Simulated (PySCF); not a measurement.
```xyz
3
charge 0 multiplicity 3, angstrom
C     0.0000    0.0000    0.0000
Br    0.0000    0.0000    1.7723
Br    0.0000    0.0000   -1.7723
```

These are results of UPBE0 in PySCF with C def2-TZVP, Br def2-TZVP; no relativity; density-fitted integrals, not measurements.

This geometry of CBr2 is a stationary point at this level.

Problem. What is the point group?

Solution. D∞h.

Problem. Is it a minimum?

Solution. No: it has 2 imaginary modes (one degenerate set), at 491i cm⁻¹ (πu).

Problem. List the harmonic modes with their infrared intensities.

Solution. 
```tsv
symmetry	ω (cm⁻¹)	IR (km/mol, summed over degenerate members)
πu	491i	–
σg+	305	0.0
σu+	1162	18.4
```

Problem. What are the dipole moment and the gap between the highest occupied and lowest empty levels of either spin?

Solution. 0.00 D and 3.62 eV.

In D∞h the vibrations span πu + σg+ + σu+. The σg+ mode carries no infrared intensity, as symmetry demands. With a centre of inversion only u modes can be infrared active and only g modes Raman active.

This need not be the most stable arrangement of these atoms. At this level a broken-symmetry Ms = 0 minimum of C2v symmetry lies 122 kJ/mol below this structure.
